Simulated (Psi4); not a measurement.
Level of theory: Psi4 with SAPT0/jun-cc-pVDZ, frozen core.

Psi4 input:

```
molecule {
0 1
Br 1.15787523 -0.00000000 0.00000000
Br -1.15787523 0.00000000 -0.00000000
--
1 1
O 4.88048958 -0.29476583 -0.43575300
H 4.36907345 -0.97552691 0.05175180
H 5.58171304 0.12749707 0.10519993
H 4.31528162 0.34975668 -0.91301156
units angstrom
symmetry c1
no_reorient
no_com
}
set basis jun-cc-pvdz
set scf_type df
set freeze_core true
energy('sapt0')
```

Part of the output:

```
    SAPT Results
  --------------------------------------------------------------------------------------------------------
    Electrostatics                  7.38742695 [mEh]       4.63568040 [kcal/mol]      19.39568680 [kJ/mol]
      Elst10,r                      7.38742695 [mEh]       4.63568040 [kcal/mol]      19.39568680 [kJ/mol]

    Exchange                        0.51635576 [mEh]       0.32401813 [kcal/mol]       1.35569186 [kJ/mol]
      Exch10                        0.51635576 [mEh]       0.32401813 [kcal/mol]       1.35569186 [kJ/mol]
      Exch10(S^2)                   0.51620872 [mEh]       0.32392586 [kcal/mol]       1.35530582 [kJ/mol]

    Induction                      -6.68176375 [mEh]      -4.19287005 [kcal/mol]     -17.54296830 [kJ/mol]
      Ind20,r                      -6.76655266 [mEh]      -4.24607590 [kcal/mol]     -17.76558157 [kJ/mol]
      Exch-Ind20,r                  0.30430101 [mEh]       0.19095176 [kcal/mol]       0.79894218 [kJ/mol]
      delta HF,r (2)               -0.21951209 [mEh]      -0.13774591 [kcal/mol]      -0.57632891 [kJ/mol]

    Dispersion                     -0.58605766 [mEh]      -0.36775673 [kcal/mol]      -1.53869417 [kJ/mol]
      Disp20                       -0.60079309 [mEh]      -0.37700336 [kcal/mol]      -1.57738204 [kJ/mol]
      Exch-Disp20                   0.01473543 [mEh]       0.00924662 [kcal/mol]       0.03868787 [kJ/mol]
      Disp20 (SS)                  -0.30039655 [mEh]      -0.18850168 [kcal/mol]      -0.78869102 [kJ/mol]
      Disp20 (OS)                  -0.30039655 [mEh]      -0.18850168 [kcal/mol]      -0.78869102 [kJ/mol]
      Exch-Disp20 (SS)              0.00645333 [mEh]       0.00404953 [kcal/mol]       0.01694322 [kJ/mol]
      Exch-Disp20 (OS)              0.00828210 [mEh]       0.00519710 [kcal/mol]       0.02174465 [kJ/mol]

  Total HF                          1.22201897 [mEh]       0.76682848 [kcal/mol]       3.20841036 [kJ/mol]
  Total SAPT0                       0.63596131 [mEh]       0.39907175 [kcal/mol]       1.66971619 [kJ/mol]
```
